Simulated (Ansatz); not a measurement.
`[NH2][Ga]([F])[GeH3]` and `[NH2][Ga]([F])[F]` differ in one atom or group.

Ansatz, PBE0-D4/def2-TZVP geometries, multiplicity 1. Each molecule was computed in one conformer, which needn't be the lowest.

Scalar relativity is left out up to krypton.

```tsv
property	`[NH2][Ga]([F])[GeH3]`
LUMO energy (PBE/def2-TZVPP) / eV	-1.65
size of the dipole moment (ωB97M-V/def2-TZVPP) / D	2.66
zero-point energy (PBE0-D4/def2-TZVP) / kJ/mol	133.0
LUMO energy (B3LYP/def2-TZVPP) / eV	-1.15
HOMO–LUMO gap (PBE/def2-TZVPP) / eV	4.63
LUMO energy (PBE0/def2-TZVPP) / eV	-0.92
```

Problem. What does the change do to each property? (Best estimate.)

Solution. Computed: 
| property | `[NH2][Ga]([F])[F]` | shift |
| --- | --- | --- |
| LUMO energy (PBE/def2-TZVPP) / eV | -2.12 | -0.47 |
| size of the dipole moment (ωB97M-V/def2-TZVPP) / D | 3.24 | 0.58 |
| zero-point energy (PBE0-D4/def2-TZVP) / kJ/mol | 77.6 | -55.4 |
| LUMO energy (B3LYP/def2-TZVPP) / eV | -1.55 | -0.40 |
| HOMO–LUMO gap (PBE/def2-TZVPP) / eV | 4.74 | 0.11 |
| LUMO energy (PBE0/def2-TZVPP) / eV | -1.15 | -0.23 |

With PBE0 the HOMO falls by 0.66 eV and the LUMO falls by 0.23 eV, so the gap widens by about 0.43 eV. PBE moves the HOMO by -0.58 eV and ωB97M-V by -0.68 eV. The zero-point energy changes by -55.4 kJ/mol with -9 modes. Dipoles are sizes alone; their direction can turn.

B3LYP here is the variant with VWN-RPA as its local correlation; programs differ in this.
